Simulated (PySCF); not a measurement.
C5H10O2S (charge +1 and doublet state).
Numbering: `[CH3:1][CH2:2][CH+:3][CH:4][S:5]([CH3:6])(=[O:7])=[O:8]` (hydrogens: H9, H10, H11 on C1; H12, H13 on C2; H14 on C3; H15 on C4; H16, H17, H18 on C6)

Cartesian coordinates in Å at the GFN2-xTB level; atoms count from 1:
```xyz
18
C5H10O2S angstrom
C     -3.051   -0.333    0.122
C     -1.760   -0.503    0.888
C     -0.566   -0.319   -0.015
C      0.404    0.509    0.276
S      1.754    0.789   -0.965
C      3.167   -0.009   -0.142
O      1.401    0.061   -2.136
O      1.951    2.199   -1.002
H     -3.183    0.690   -0.236
H     -3.106   -1.009   -0.727
H     -3.889   -0.518    0.797
H     -1.719    0.171    1.745
H     -1.675   -1.533    1.259
H     -0.574   -0.880   -0.939
H      0.541    1.133    1.141
H      3.337    0.484    0.808
H      4.015    0.137   -0.806
H      2.945   -1.064   -0.032
```

The hyperfine couplings belong to this conformer and change with its torsions.

Theory: UKS B3LYP, pcH-1 on C H O S, non-relativistic, mean-field spin-orbit, GIAO (PySCF 2.14.0). The structure is a single GFN2-xTB conformer in the gas phase; no vibrational or solvent corrections. Couplings are sensitive to structure, and on GFN2-xTB geometries they can be far from those on DFT ones, by a factor of two or more for some ions and for spin on atoms past the first row. Stability of the SCF solution: not tested.

Principal values of hyperfine tensors in MHz (contact, dipolar and spin–orbit terms together), for some of the nuclei:

```tsv
atom	isotope	A1	A2	A3
H13	1H	163.65	166.05	180.03
H17	1H	24.18	26.13	30.16
H9	1H	22.35	27.13	27.46
H14	1H	-23.51	-19.44	-1.81
H15	1H	-30.85	-20.50	7.34
S5	33S	-15.81	-12.48	-10.15
H12	1H	6.62	9.39	15.45
C2	13C	-16.09	-14.43	4.66
```

Q: Split each tensor into its isotropic and traceless parts, and turn a_iso into mT with g = 2.0044.

A: a_iso is a third of the trace, T = A − a_iso, and a(mT) = a(MHz)/(g × 13.996). The tensors hold a spin–orbit part: the run splits a_iso into a_FC + a_SO, and T includes its anisotropic share.

```json
{"atom": "H13", "a_iso (MHz)": "169.91", "a_FC": "169.91", "a_SO": "0.00", "a_iso (mT)": "6.056", "T1": "-6.26", "T2": "-3.86", "T3": "10.12"}
{"atom": "H17", "a_iso (MHz)": "26.82", "a_FC": "26.83", "a_SO": "-0.01", "a_iso (mT)": "0.956", "T1": "-2.64", "T2": "-0.69", "T3": "3.34"}
{"atom": "H9", "a_iso (MHz)": "25.65", "a_FC": "25.64", "a_SO": "0.00", "a_iso (mT)": "0.914", "T1": "-3.30", "T2": "1.48", "T3": "1.81"}
{"atom": "H14", "a_iso (MHz)": "-14.92", "a_FC": "-14.91", "a_SO": "-0.01", "a_iso (mT)": "-0.532", "T1": "-8.59", "T2": "-4.52", "T3": "13.11"}
{"atom": "H15", "a_iso (MHz)": "-14.67", "a_FC": "-14.68", "a_SO": "0.01", "a_iso (mT)": "-0.523", "T1": "-16.18", "T2": "-5.83", "T3": "22.01"}
{"atom": "S5", "a_iso (MHz)": "-12.81", "a_FC": "-12.86", "a_SO": "0.05", "a_iso (mT)": "-0.457", "T1": "-3.00", "T2": "0.33", "T3": "2.66"}
{"atom": "H12", "a_iso (MHz)": "10.49", "a_FC": "10.49", "a_SO": "-0.01", "a_iso (mT)": "0.374", "T1": "-3.87", "T2": "-1.09", "T3": "4.96"}
{"atom": "C2", "a_iso (MHz)": "-8.62", "a_FC": "-8.59", "a_SO": "-0.03", "a_iso (mT)": "-0.307", "T1": "-7.47", "T2": "-5.81", "T3": "13.28"}
```

Q: What spin density at the nucleus of H12 lies behind its contact coupling (g_N = 5.58569)?

A: a_FC = (2μ0/3) gₑ μB g_N μN ρ(0)/(2S·h) = 800.24 MHz × g_N × ρ(0)/(2S), with ρ in bohr⁻³. With a_FC = 10.49 MHz and 2S = 1, ρ(0) = 0.002348 bohr⁻³. In magnitude that is 0.7 % of the 1/π = 0.318 of a free hydrogen atom.

Q: C4 (13C, g_N = 1.40482) isn't in the table. Its spin density at the nucleus is 0.01992 bohr⁻³. What is its contact coupling?

A: By the same relation, a_FC = 22.4 MHz. The spin–orbit term adds -0.11 MHz. Its full tensor has the principal values -14.76, -13.49, 95.10 MHz.

Q: Name the largest traceless tensor T of the table and describe it.

A: H15: -16.2, -5.8, 22.0 MHz, rhombic: the two smaller values differ by 47 % of the largest.

Q: In a single crystal, with the field along each principal axis of the tensor of H9 in turn, what first-order splitting does this nucleus give (isotropic g, quadrupole terms neglected)?

A: 2 lines (I = 1/2), spaced by |A_i|/(g × 13.996): 0.80, 0.97, 0.98 mT along the axes of A1, A2 and A3.

The run took 2.7 min of wall time (grids of density and orbitals included) on one thread of an Arm Neoverse V1 (shared host), and the process peaked at 1.1 GiB of memory.
